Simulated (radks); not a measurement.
Au, 79 electrons, occupied as [Xe] 4f14 5d10 6s1. All-electron calculation, scalar-relativistic Kohn-Sham, LDA (Slater exchange, Perdew-Wang correlation), spin-polarised, spherical densities, point nucleus; open shells are filled with parallel spins first (spin-orbit coupling, left out, can overturn this in heavy ions). Program: a radial shooting solver on a logarithmic mesh with Libxc functionals.

Unscreened Slater integrals over Kohn-Sham orbitals (hartree). They are taken over the spin-up orbitals.

\begin{tabular}{lr}
integral & value \\ \hline
F0(6s,6s) & 0.31983 \\
F0(6s,5d) & 0.38206 \\
G2(6s,5d) & 0.095033 \\
F0(6s,5p) & 0.40511 \\
G1(6s,5p) & 0.025506 \\
F0(6s,4f) & 0.42419 \\
G3(6s,4f) & 0.0093011 \\
F0(5d,5d) & 0.56104 \\
F2(5d,5d) & 0.28151 \\
F4(5d,5d) & 0.18354 \\
F0(5d,5p) & 0.66121 \\
F2(5d,5p) & 0.31443 \\
G1(5d,5p) & 0.37235 \\
G3(5d,5p) & 0.22890 \\
F0(5d,4f) & 0.74533 \\
F2(5d,4f) & 0.16307 \\
F4(5d,4f) & 0.074419 \\
G1(5d,4f) & 0.051107 \\
G3(5d,4f) & 0.048425 \\
G5(5d,4f) & 0.038823 \\
F0(5p,5p) & 0.83914 \\
F2(5p,5p) & 0.45076 \\
F0(5p,4f) & 1.0368 \\
F2(5p,4f) & 0.32058 \\
G2(5p,4f) & 0.12071 \\
G4(5p,4f) & 0.10249 \\
F0(4f,4f) & 1.8344 \\
F2(4f,4f) & 0.91102 \\
F4(4f,4f) & 0.58010 \\
F6(4f,4f) & 0.41986 \\
\end{tabular}
